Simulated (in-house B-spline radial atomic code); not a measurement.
Computed with a B-spline radial atomic code. Model: two electrons, singlet ground state, non-relativistic, full CI in B-splines with partial waves to l = 8 (at full coupling up to 3e-4 hartree above the limit, correlation up to 0.6 % small), density held at that of full coupling by Lieb maximisation.

Along the adiabatic connection the electron repulsion is scaled by a coupling λ while a local potential keeps the density fixed. At λ = 0 the system is the Kohn-Sham one and W equals the exchange energy; the exchange-correlation energy is the area under W between 0 and 1. The kinetic energy rises with λ as the electrons avoid each other, with dT/dλ = −λ dW/dλ.

Command:
```bash
python run_ac.py task.json out
```
Settings (lengths in bohr, energies in hartree):
```
potential              gauss
strength               18.2
lmax                   8
second                 0.907
```

Cost of the run: 9.1 s on 1 thread of Intel(R) Xeon(R) Processor @ 2.30GHz, with other jobs on the host.

**W = mean repulsion less Hartree energy, and W of three functionals.**

Given: confinement Gaussian well; well depth 18.2 hartree; well width 0.907 bohr; external potential -V exp(-r^2/w^2).

Computed: LDA exchange minus exact 254.34 millihartree; PBE exchange minus exact 71.619 millihartree.

| coupling | W xc (hartree) | W xc minus exchange (millihartree) | kinetic minus Kohn-Sham (millihartree) | LDA (PW92) W minus its exchange (millihartree) | PBE W minus its exchange (millihartree) | SCAN W minus its exchange (millihartree) |
| --- | --- | --- | --- | --- | --- | --- |
| 0 | -1.7351 | 0 | 0 | 0 | 0 | 0 |
| 0.02 | -1.737 | -1.924 | 0 | -13.28 | -3.04 | -1.89 |
| 0.05 | -1.7399 | -4.79 | 0.1 | -27.67 | -7.51 | -4.69 |
| 0.12 | -1.7465 | -11.389 | 0.7 | -54.13 | -17.56 | -11.05 |
| 0.25 | ? | ? | ? | ? | ? | ? |
| 0.4 | -1.7717 | -36.597 | 7.2 | -127.66 | -53.71 | -34.98 |
| 0.6 | -1.7886 | -53.505 | 15.6 | -166.92 | -76.6 | -50.87 |
| 0.8 | ? | ? | ? | ? | ? | ? |
| 1 | -1.8199 | -84.831 | 40.6 | -229.83 | -117.18 | -80.2 |
| 1.4 | -1.8483 | -113.18 | 74.5 | -280.25 | -152.51 | -106.81 |
| 2 | -1.886 | -150.91 | 138.4 | -341.66 | -198.31 | -142.53 |
| 3 | -1.9385 | -203.42 | 268.7 | -420.79 | -260.93 | -193.22 |
| 4.5 | -1.9994 | -264.34 | 494.9 | -507.93 | -333.59 | -254.02 |
| 7 | -2.0706 | -335.58 | 898.4 | -608.22 | -420.86 | -328.51 |
| 10 | -2.1276 | -392.55 | 1377 | -689.9 | -494.1 | -390.67 |

(1) What belongs in the row 0.25?

(2) What belongs in the row 0.8?

(3) What is the SCAN exchange minus exact?

**Energy parts, natural occupations and partial-wave weights.**

Computed: exchange energy -1.7351 hartree; correlation energy -0.044246 hartree; kinetic part of the DFT correlation energy 0.040585 hartree; initial slope twice GL2 -0.096442 hartree; kinetic part over minus potential part 0.47842; Kohn-Sham kinetic 6.9726 hartree; Lieb Oxford ratio E_xc over LDA exchange 1.2016.

```csv
natural,occupation of the shell (electrons)
s,1.9941
p,0.0051455
s,0.0004186
d,?
p,5.9123e-05
f,2.9529e-05
```

(4) What belongs in the row d?

| wave | weight |
| --- | --- |
| s | 0.99725 |
| p | ? |
| d | 0.00011909 |
| f | 1.6555e-05 |
| g | 3.7954e-06 |

(5) What belongs in the row p?

(6) What is the total energy?

(7) What is the Hartree energy?

Answers

(1) W xc (hartree): -1.7584; W xc minus exchange (millihartree): -23.324; kinetic minus Kohn-Sham (millihartree): 2.9; LDA (PW92) W minus its exchange (millihartree): -92.26; PBE W minus its exchange (millihartree): -35.04; SCAN W minus its exchange (millihartree): -22.44.

(2) W xc (hartree): -1.8046; W xc minus exchange (millihartree): -69.565; kinetic minus Kohn-Sham (millihartree): 26.9; LDA (PW92) W minus its exchange (millihartree): -200.39; PBE W minus its exchange (millihartree): -97.65; SCAN W minus its exchange (millihartree): -65.91.

(3) 8.8513 millihartree.

(4) occupation of the shell (electrons): 0.00022534.

(5) weight: 0.0026044.

(6) -17.0972 hartree.

(7) 3.4701 hartree.

Half-way to full coupling W has made 53 % of its drop, against 50 % for a straight line, and second-order (GL2) theory, half the initial slope, overshoots the correlation energy by about 9 %: a moderate bend, as in light atoms. Over couplings 0 to 1 the errors in E_xc come to about +160 millihartree for LDA, +53 millihartree for PBE, +11 millihartree for SCAN, so SCAN is nearest. In LDA and PBE the errors of exchange and correlation have opposite signs, so the sum is smaller than the larger of the two.
